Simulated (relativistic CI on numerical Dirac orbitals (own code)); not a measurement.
**Cubic crystal-field splitting of Yb3+ by operator equivalents**

Problem. Yb3+ (4f13) sits in a cubic field with the Wybourne parameters B⁴₀ = 2300 and B⁶₀ = 590 cm⁻¹. Find the levels of its ground J multiplet, neglecting the mixing with the other J.

Working.
1. One f hole has the ground level ²F7/2 with g_J = 8/7 and the Stevens factors β = −2/1155 and γ = 4/27027.
2. Stevens form: B₄ = β B⁴₀/8 = -0.4978 and B₆ = γ B⁶₀/16 = 0.00546 cm⁻¹, in H = B₄(O₄⁰ + 5O₄⁴) + B₆(O₆⁰ − 21O₆⁴).
3. For J = 7/2 the eigenvalues are E(Γ6) = 840B₄ − 25200B₆ = -555.7, E(Γ7) = −1080B₄ − 15120B₆ = 455.1 and E(Γ8) = 120B₄ + 20160B₆ = 50.3 cm⁻¹.
4. Order and energies above the lowest: Γ6 0.0, Γ8 606.0, Γ7 1010.9 cm⁻¹. A Γ6 ground doublet has the isotropic |g| = 2.667.

Check. Diagonalising spin-orbit coupling (free-ion gap 9982 cm⁻¹, from a Dirac-Coulomb-Breit calculation) and field together in all 14 states gives Γ6 0.0, Γ8 585.0, Γ7 1010.5 cm⁻¹, with |g| = 2.667. The other multiplet starts at 10340 cm⁻¹; the differences from the hand values come from J mixing and grow with the ratio of the field to that gap.
